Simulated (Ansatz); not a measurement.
Z-matrix (Å, degrees):
```
Zr
O 1 1.907
F 1 1.911 2 107.7
O 1 1.903 2 114.3 3 122.9
S 1 2.467 2 108.8 3 -119.5
H 2 0.953 1 168.6 3 -134.6
H 4 0.953 1 169.7 2 -16.8
H 5 1.347 1 91.9 2 45.1
```

The species carries charge 0 and has multiplicity 1. Zr: def2 effective core potential.

**Question.** List the PBE0/def2-TZVPP orbital energies in eV (Ansatz). (Estimate.)

**Answer.** Ansatz gave: Occupied: -2421.79, -673.03, -523.01, -522.92, -217.16, -161.00, -160.88, -160.84, -59.44, -36.41, -36.18, -35.69, -30.83, -27.42, -27.15, -19.51, -14.72, -14.36, -12.12, -11.64, -11.60, -11.11, -10.27, -10.07, -9.86, -9.79, -8.30, -7.35. Lowest empty: -0.80, -0.53, -0.40, -0.04, 0.31, 0.55, 0.60, 0.78.
